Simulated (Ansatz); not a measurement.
LiAl3⁺ was relaxed with r2SCAN-D4 (def2-TZVP) in Ansatz in these states: charge +1 doublet, charge +1 quartet. The geometries follow in no particular order.

A:

```xyz
4

Li   -1.745   -0.253    0.960
Al    1.164   -1.017    0.443
Al    0.663    1.452    0.190
Al   -0.082   -0.182   -1.594
```

B:

Cartesian coordinates in Å:
```
Li -0.3017 -2.1427 -2.3201
Al -0.4892 -0.1602 -0.3541
Al -0.8622 1.6164 1.3507
Al 1.6531 0.6864 1.3235
```

Q: Judge from the bond lengths which geometry belongs to which state (an estimate).

A: A is the charge +1 doublet (Al2–Al4 2.529 Å, Al3–Al4 2.532 Å, Al2–Al3 2.531 Å); B is the charge +1 quartet (Al2–Al4 2.850 Å, Al3–Al4 2.682 Å, Al2–Al3 2.490 Å).
